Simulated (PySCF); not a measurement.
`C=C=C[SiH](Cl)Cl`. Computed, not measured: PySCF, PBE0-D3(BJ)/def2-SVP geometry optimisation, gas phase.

```
atom  x, y, z in Å
C1     1.5966    0.4565   -0.0521
C2     0.4264   -0.0887    0.1436
C3    -0.7677   -0.6016    0.3165
Si4   -2.2874    0.1869   -0.3891
Cl5   -3.3295   -1.2243   -1.4739
Cl6   -1.7512    1.7446   -1.6179
H7     1.9971    1.1955    0.6487
H8     2.2039    0.1880   -0.9220
H9    -0.8779   -1.5313    0.8918
H10   -3.2125    0.7062    0.6476
```

(1) Give the dihedral angles C2–C3–Si4–Cl6, H9–C3–Si4–H10, C2–C3–Si4–Cl5, C2–C3–Si4–H10, H9–C3–Si4–Cl5, H9–C3–Si4–Cl6.

(2) How far are the heavy atoms from their best plane (unweighted least squares)?

(3) Where is the centre of mass (commonest isotopes), and what is the radius of gyration?

(4) What are the angles C2–C1–H7, C1–C2–C3, Si4–C3–H9, Cl5–Si4–H10, C3–Si4–Cl6, C3–Si4–Cl5?

(5) What is the repulsion energy of the bare nuclei, Σ ZA·ZB/RAB?

Results:

(1) C2–C3–Si4–Cl6 7° (synperiplanar); H9–C3–Si4–H10 67° (synclinal); C2–C3–Si4–Cl5 127° (anticlinal); C2–C3–Si4–H10 -114° (anticlinal); H9–C3–Si4–Cl5 -52° (synclinal); H9–C3–Si4–Cl6 -172° (antiperiplanar). Dihedral signs follow IUPAC: positive where, seen along the central bond, the front bond turns clockwise onto the rear one.

(2) 0.384 Å rms; C1 0.35, C2 0.00, C3 0.35, Si4 0.58, Cl5 0.54, Cl6 0.03 Å (magnitudes).

(3) Mass 137.946 u; centre at (-1.642, 0.154, -0.818) Å; Rg = √(Σ m r²/M) = 2.052 Å. As Ia + Ib + Ic = 2 Σ m r², the three principal moments sum to 1161.3 u·Å².

(4) From the scalar product of the two bond vectors; for C2–C1–H7 it is -0.7344 Å² over 1.3057 × 1.0944 Å², cos θ = -0.5140. C2–C1–H7 120.9°; C1–C2–C3 178.0°; Si4–C3–H9 118.5°; Cl5–Si4–H10 107.0°; C3–Si4–Cl6 109.7°; C3–Si4–Cl5 108.9°.

(5) 391.00 Eh over 45 pairs, with full nuclear charges and distances in bohr; the largest single term is 61.28 Eh (Si4 with Cl6).

No frequency check. One conformer, not necessarily the lowest.
